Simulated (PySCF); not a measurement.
H2Zr, multiplicity 1. Atoms are numbered in the order given.

```xyz
3

Zr     0.0000     0.0000     0.0000
H      0.0000     0.0000    -1.9292
H      0.0000     0.0000     1.9292
```

Geometry optimised at PBE0-D3(BJ)/def2-TZVPD. A frequency run showed that this geometry is not a minimum. The spin state was assumed, not searched. The def2 effective core potentials stand for the cores of Zr; spin–orbit coupling is left out.

Computed with ωB97X/def2-TZVPD run with PySCF.

Mulliken values depend strongly on the basis, most of all with diffuse functions as here. ESP charges are fitted to the potential on shells at 1.4 to 2.0 van der Waals radii. Atomic charges (e):

```csv
atom,ESP fit,Mulliken
Zr1,0.70,0.36
H2,-0.35,-0.18
H3,-0.35,-0.18
```
